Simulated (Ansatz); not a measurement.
Gas-phase electronic energies from Ansatz, PBE0-D4/def2-TZVP geometries. CCSD(T)/CBS adds triple-zeta CCSD(T) − MP2 to the extrapolated MP2 energy (def2 sets, frozen cores). This one scheme is used for every species. DFT in def2-TZVPP. B3LYP here is the variant with VWN-RPA as its local correlation; programs differ in this. Each species was taken in one conformer, which may not be the lowest.

Reaction (ligand exchange at the Al–C bond): `C=[C](Cl)[AlH][SiH3]` + H₂S → `[SiH3][AlH][SH]` + `C=CCl`

```tsv
level	ΔE (kcal/mol)	difference from CCSD(T)/CBS
PBE-D4	-25.8	-0.4
r2SCAN-D4	-26.6	-1.2
PBE0-D4	-26.3	-0.9
B3LYP-D4	-25.2	0.2
ωB97X-V	-25.6	-0.2
ωB97M-V	-25.4	0.0
B2PLYP	-26.1	-0.7
PBE	-26.6	-1.2
r2SCAN	-26.9	-1.5
PBE0	-27.1	-1.7
B3LYP	-26.5	-1.1
HF/def2-TZVPP	-27.3	-1.9
MP2/def2-TZVPP	-25.6	-0.2
SCS-MP2/def2-TZVPP	-25.4	0.0
CCSD/def2-TZVPP	-25.5	-0.1
CCSD(T)/def2-TZVPP	-25.1	0.3
HF/def2-QZVPP	-27.1	-1.7
MP2/def2-QZVPP	-25.6	-0.2
SCS-MP2/def2-QZVPP	-25.5	-0.1
HF/CBS(def2)	-27.1	-1.7
MP2/CBS(def2)	-25.8	-0.4
CCSD/CBS(def2)	-25.8	-0.4
CCSD(T)/CBS	-25.4	0
```

Largest T1 diagnostic among the species: 0.013.

In def2-TZVPP, CCSD(T) changes the Hartree–Fock value by +2.2 kcal/mol (the triples alone add +0.4 kcal/mol) and MP2 by +1.8 kcal/mol. The D4 term adds +1.3 kcal/mol with B3LYP and +0.8 kcal/mol with PBE0; it sums over pairs of atoms, weighted by their polarisabilities, and B3LYP, whose exchange is more repulsive, gets the larger term.
